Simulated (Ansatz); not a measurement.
Gas-phase electronic energies from Ansatz, PBE0-D4/def2-TZVP geometries. CCSD(T)/CBS is the MP2 limit (def2-TZVPP, def2-QZVPP) plus CCSD(T) − MP2 in def2-TZVPP, frozen cores. Functionals use def2-TZVPP. Open shells (•) are unrestricted, without spin–orbit coupling. For Mg outer-core shells are correlated without core-valence functions, which leaves a few kJ/mol of doubt a bond. Each species was taken in one conformer, which may not be the lowest.

`C[O][Mg][S]C` → `C[S][Mg]`• + `C[O]`•  (homolysis of the Mg–O bond)

| level | ΔE (kcal/mol) |
| --- | --- |
| B97M-V | 91.7 |
| r2SCAN | 90.0 |
| CAM-B3LYP | 93.8 |
| HF/def2-TZVPP | 64.4 |

(1) What does CCSD(T)/CBS give? (An estimate is asked.)

Largest T1 diagnostic among the species: 0.019.

Answers

(1) Computed: +103.5 kcal/mol. The listed levels differ from it by -11.8, -13.5, -9.7, -39.1 kcal/mol.

Leaving LDA and LC-ωPBE aside and taking each functional with its dispersion term where it has one, the values, not all of them listed here, spread over 11.5 kcal/mol, from revPBE-D4 to ωB97M-V. LDA lies +12.7 kcal/mol from PBE without D4, its usual overbinding. From r2SCAN to r2SCAN0 (25 % exact exchange), in def2-TZVPP and without D4, ΔE moves by −1.1 kcal/mol: exact exchange takes away binding that semilocal exchange gives to molecules. In def2-TZVPP, CCSD(T) changes the Hartree–Fock value by +31.3 kcal/mol (the triples alone add +1.7 kcal/mol) and MP2 by +39.5 kcal/mol; breaking electron pairs costs correlation energy, which Hartree–Fock lacks.

CCSD(T)/CBS has its own doubt, a few kJ/mol and more with outer-core shells, so smaller differences from it don't rank the levels.
